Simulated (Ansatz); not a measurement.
Job for Ansatz (a program for electronic structure): R-wB97M-V/def2-TZVPPD on HBr (SMILES Br) with ghost functions. Files ending in .json are basis or fitting sets from the Basis Set Exchange.

Ansatz 0.2 input:
```yaml
crystal:
  periodic: [false, false, false]
  atoms:
    - {symbol: Br, position_ang: [-0.45063422, -1.38061153, 3.26175380]}
    - {symbol: H, position_ang: [-0.36533442, -0.64374565, 2.01825976]}
basis:
  gaussian:
    orbitals: def2-TZVPPD.json
    ghost_atoms:
      - {symbol: O, position_ang: [-0.18190976, 0.39201289, 0.47091361]}
      - {symbol: H, position_ang: [0.73983500, 0.47377152, 0.20090645]}
      - {symbol: H, position_ang: [-0.50177974, 1.29184150, 0.60203524]}
hamiltonian:
  xc: {name: wB97M-V}
scf: {lower_state_search: off}
```

What total energy does the run end on?

-2574.6094 hartree.
